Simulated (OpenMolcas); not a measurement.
**d7 ions of charge +3 down a group with 6 chloride ligands in octahedral coordination**

| Item | Value |
| --- | --- |
| Program | OpenMolcas |
| Method | CASSCF |
| Spin-orbit coupling | state interaction with AMFI integrals over the reference wave functions |

The d shell is active. Anionic complexes are neutralised by point charges behind the ligands. Distances were set from a Shannon-type radius of the metal (high-spin where two are listed) plus a fixed donor radius (Cl 1.76 Å). Ligand basis ANO-RCC-VDZP, DKH2 Hamiltonian. States (labels of O, the rotations of Oh). Energies in cm-1 above the lowest state or level, χT in cm3 K/mol; under a threefold ground state the first gap can be a small split of the lowest multiplet, not the spin-orbit step. Spin-only χT is S(S+1) / 2 for the spin of the ground state.

```tsv
Ion	Shell	R (Å)	Metal basis	Outer charge (e at Å behind ligand)	Ground state	First state of that spin	First gap with spin-orbit (degeneracies)	χT at 300 K	First state of another spin	Spin-only χT
Ni3+	3d7	2.36	ANO-RCC-VTZP	0.5 at 3.2	4T1	4T2 6467	458.8 (2, 4)	3.465	2E 15446	1.875
Pd3+	4d7	2.52	ANO-RCC-VDZP	0.5 at 2.8	4T1	4T2 11725	314.4 (2, 4)	2.463	2E 469.5	1.875
```

The rows also differ in their metal basis and outer charges, so part of each step comes from that.

Every ion keeps the highest spin of its shell. χT departs most from the spin-only value for Ni3+, by +1.590 cm3 K/mol.

An orbital triplet at a regular site is open to Jahn-Teller coupling, which can distort the site and quench the lowest spin-orbit gaps and is left out. Without dynamic correlation the repulsion within the d shell is too large (B by tens of per cent), so at a given field states of lower spin stand too high. Ligand-to-metal charge-transfer states are missing. With no ligand orbital active B as a rule stays too high, so bands that hang on it stand too high and its fall with covalency is understated. CASSCF with metal d orbitals alone favours high spin, so a ground state of lower spin is not ruled out (holds for Ni3+). With metal d orbitals alone and no dynamic correlation the field as a rule comes out too small, by tens of per cent, by up to half for chloride and softer ligands, and with too little covalency χT stands high (holds for Ni3+). This shell can be high or low spin here, a state of another spin lies low, and with metal d orbitals alone active their balance is uncertain, so the ground spin may be wrong (holds for Pd3+). The least metal-like active orbital is 65 % on the metal (Löwdin) and no ligand orbital is active, so the numbers are rough, and ground spin, moment and any spin crossover can be artefacts of this space; highly charged d ions in such sites are as a rule low spin (holds for Pd3+). With metal d orbitals alone the field can be off either way by tens of per cent (holds for Pd3+). No measured value stands beside these numbers; the geometry is a model, was not optimised and need not be the one that this ion takes.
